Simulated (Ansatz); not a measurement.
Ansatz (a first-principles code) input (B3LYP-D3(BJ)/def2-TZVP):

Ansatz 0.2 input:
```yaml
crystal:
  periodic: [false, false, false]
  atoms:
    - {symbol: Si, position_ang: [0.01241371, -0.22387388, 0.47738134]}
    - {symbol: C, position_ang: [1.67377046, 0.17864064, -0.45139876]}
    - {symbol: C, position_ang: [-0.95727763, -1.09984543, -0.96391263]}
    - {symbol: C, position_ang: [-0.84303700, 1.48421631, 0.60678140]}
    - {symbol: N, position_ang: [0.04852078, -0.90082552, 1.98261560]}
    - {symbol: H, position_ang: [1.54876951, 0.70926786, -1.39513404]}
    - {symbol: H, position_ang: [2.21956275, -0.74057868, -0.66635057]}
    - {symbol: H, position_ang: [2.31769306, 0.78754142, 0.18189086]}
    - {symbol: H, position_ang: [-1.00190361, -0.53061314, -1.89220146]}
    - {symbol: H, position_ang: [-1.98242851, -1.30135508, -0.65576103]}
    - {symbol: H, position_ang: [-0.50173839, -2.06283771, -1.19623202]}
    - {symbol: H, position_ang: [-1.86001371, 1.37340549, 0.97201157]}
    - {symbol: H, position_ang: [-0.88777073, 2.00745820, -0.34720379]}
    - {symbol: H, position_ang: [-0.31362428, 2.12109895, 1.30951795]}
    - {symbol: H, position_ang: [0.47500434, -1.81931096, 2.06917448]}
basis:
  gaussian:
    orbitals: def2-TZVP
hamiltonian:
  xc: b3lyp
  dispersion: d3bj
total_charge: -1
relax: {f_tol: 0.002, max_steps: 150}
```

End of the output:

```
mean field -12646.23492775 eV, -464.7405616690 hartree, gradient 1.4e-5 eV, S^2 0.000000; 0 other end points of the search recorded, 0 dependent functions left out
the calculation of the forces begins
reference -12646.23525547 eV, -464.7405737125 hartree; 25, 25 occupied and 196, 196 virtual orbitals, 1396 factors
relax step   7: F+E_penalty+E_count = -12646.80653731 eV  Δ(F+E_penalty+E_count) = +7.887e-5 eV  max|allowed force component| = 2.545e-2 eV/Å  Δτ_max = 0.0050 Å  (32 SCF iters, rejected (line search))
these checks for a lower state are left out or cut short: starts, cluster_reference, orbital_swaps, neighbouring_geometries, increment
integrals: 0.15 GiB planned
1396 factors; their error is unknown
mean field: 1.38 GiB planned
mean field evaluation 64: about -12646.2349 eV, gradient 3.9e-1 eV
mean field -12646.23511607 eV, -464.7405685897 hartree, gradient 1.4e-5 eV, S^2 0.000000; 0 other end points of the search recorded, 0 dependent functions left out
the calculation of the forces begins
reference -12646.23544384 eV, -464.7405806350 hartree; 25, 25 occupied and 196, 196 virtual orbitals, 1396 factors
relax step   8: F+E_penalty+E_count = -12646.80662083 eV  Δ(F+E_penalty+E_count) = -4.642e-6 eV  max|allowed force component| = 8.617e-4 eV/Å  Δτ_max = 0.0025 Å  (31 SCF iters, accepted)
these checks for a lower state are left out or cut short: starts, cluster_reference, orbital_swaps, neighbouring_geometries, increment
integrals: 0.15 GiB planned
1396 factors; their error is unknown
mean field: 1.38 GiB planned
mean field -12646.23511027 eV, -464.7405683764 hartree, gradient 1.4e-5 eV, S^2 0.000000; 0 other end points of the search recorded, 0 dependent functions left out
the calculation of the forces begins
reference -12646.23543803 eV, -464.7405804213 hartree; 25, 25 occupied and 196, 196 virtual orbitals, 1396 factors
relax step   9: F+E_penalty+E_count = -12646.80662235 eV  Δ(F+E_penalty+E_count) = -1.521e-6 eV  max|allowed force component| = 8.234e-4 eV/Å  Δτ_max = 0.0029 Å  (31 SCF iters, accepted)
integrals: 0.15 GiB planned
1396 factors; their error is unknown
mean field: 1.38 GiB planned
mean field evaluation 96: about -12646.2351 eV, gradient 5.7e-3 eV
mean field -12646.23511027 eV, -464.7405683764 hartree, gradient 1.4e-5 eV, S^2 0.000000; 1 other end points of the search recorded, 0 dependent functions left out
the calculation of the forces begins
reference -12646.23543803 eV, -464.7405804213 hartree; 25, 25 occupied and 196, 196 virtual orbitals, 1396 factors
Total energy: -12646.80695010 eV, -464.7615831027 hartree
Atom 0 at     0.010093    -0.213684     0.458683 Å, force    -0.000043    -0.000149     0.000468 eV/Å
Atom 1 at     1.676940     0.181340    -0.432157 Å, force     0.000250     0.000158     0.000081 eV/Å
Atom 2 at    -0.965614    -1.101800    -0.951025 Å, force    -0.000086    -0.000280     0.000033 eV/Å
Atom 3 at    -0.842748     1.488436     0.592836 Å, force    -0.000043     0.000225    -0.000185 eV/Å
Atom 4 at     0.059465    -0.919147     1.952226 Å, force     0.000219    -0.000555    -0.000823 eV/Å
Atom 5 at     1.539489     0.707510    -1.385364 Å, force     0.000093     0.000066    -0.000074 eV/Å
Atom 6 at     2.228292    -0.742903    -0.638810 Å, force    -0.000148     0.000114    -0.000111 eV/Å
Atom 7 at     2.309382     0.800896     0.211479 Å, force    -0.000039    -0.000133    -0.000055 eV/Å
Atom 8 at    -0.995517    -0.522535    -1.882646 Å, force     0.000050     0.000052     0.000143 eV/Å
Atom 9 at    -1.995932    -1.290725    -0.633471 Å, force     0.000032    -0.000043    -0.000127 eV/Å
Atom 10 at    -0.510914    -2.072815    -1.177519 Å, force    -0.000079     0.000067    -0.000082 eV/Å
Atom 11 at    -1.859048     1.371607     0.980349 Å, force     0.000163     0.000001     0.000112 eV/Å
Atom 12 at    -0.900728     2.002449    -0.372995 Å, force     0.000005    -0.000165     0.000197 eV/Å
Atom 13 at    -0.296212     2.130005     1.290225 Å, force    -0.000088     0.000161    -0.000074 eV/Å
Atom 14 at     0.490992    -1.836247     2.019368 Å, force    -0.000285     0.000480     0.000500 eV/Å
Dipole moment:     0.054589     0.216654    -0.814803 e Å
```

It need not be the lowest isomer of its formula. Whether it binds its extra electron was not tested at this geometry.
